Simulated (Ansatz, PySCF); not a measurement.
Lewis adduct: BH3 (SMILES B) (first 4 atoms) with C2H3N (SMILES CC#N); geometry from B3LYP-D3(BJ)/def2-TZVP.
(charge 0, multiplicity 1):
```xyz
10

B     -0.369     0.187     0.069
H      0.492    -0.274    -0.642
H     -1.466    -0.262    -0.166
H     -0.351     1.393     0.112
C      0.556    -1.077     3.903
C      0.233    -0.635     2.562
N     -0.023    -0.287     1.504
H      1.442    -1.713     3.881
H      0.754    -0.215     4.541
H     -0.278    -1.643     4.319
```

Basis-set superposition error: the interaction energy with monomers in their own basis, and in the dimer's basis (counterpoise).

Run with Ansatz (Gaussian basis) for Hartree–Fock, density functionals and correlated methods; PySCF for M06-2X. Values without a source in brackets are computed.

```json
[
 {"level": "HF/aug-cc-pVDZ", "uncorrected (kcal/mol)": "-21.80", "counterpoise (kcal/mol)": "-21.11", "difference": "0.69"},
 {"level": "PBE/def2-TZVPPD", "uncorrected (kcal/mol)": "-43.73", "counterpoise (kcal/mol)": "-43.47", "difference": "0.27"},
 {"level": "r2SCAN/def2-TZVPPD", "uncorrected (kcal/mol)": "-42.31", "counterpoise (kcal/mol)": "-42.14", "difference": "0.18"},
 {"level": "B97M-V/def2-TZVPPD", "uncorrected (kcal/mol)": "-39.72", "counterpoise (kcal/mol)": "-39.60", "difference": "0.11"},
 {"level": "B3LYP/def2-TZVPPD", "uncorrected (kcal/mol)": "-36.49", "counterpoise (kcal/mol)": "-36.25", "difference": "0.24"},
 {"level": "BHLYP/def2-TZVPPD", "uncorrected (kcal/mol)": "-34.54", "counterpoise (kcal/mol)": "-34.38", "difference": "0.16"},
 {"level": "M06-2X/def2-TZVPPD", "uncorrected (kcal/mol)": "-37.70", "counterpoise (kcal/mol)": "-37.46", "difference": "0.24"},
 {"level": "wB97X-V/def2-TZVPPD", "uncorrected (kcal/mol)": "-36.46", "counterpoise (kcal/mol)": "-36.28", "difference": "0.18"},
 {"level": "B2PLYP/def2-TZVPPD", "uncorrected (kcal/mol)": "-36.32", "counterpoise (kcal/mol)": "-35.72", "difference": "0.60"},
 {"level": "MP2/aug-cc-pVDZ", "uncorrected (kcal/mol)": "-35.55", "counterpoise (kcal/mol)": "-32.59", "difference": "2.96"}
]
```

The error is largest for MP2/aug-cc-pVDZ (2.96 kcal/mol) and smallest for B97M-V/def2-TZVPPD (0.11 kcal/mol).

Ansatz is a quantum-chemistry and plane-wave program.
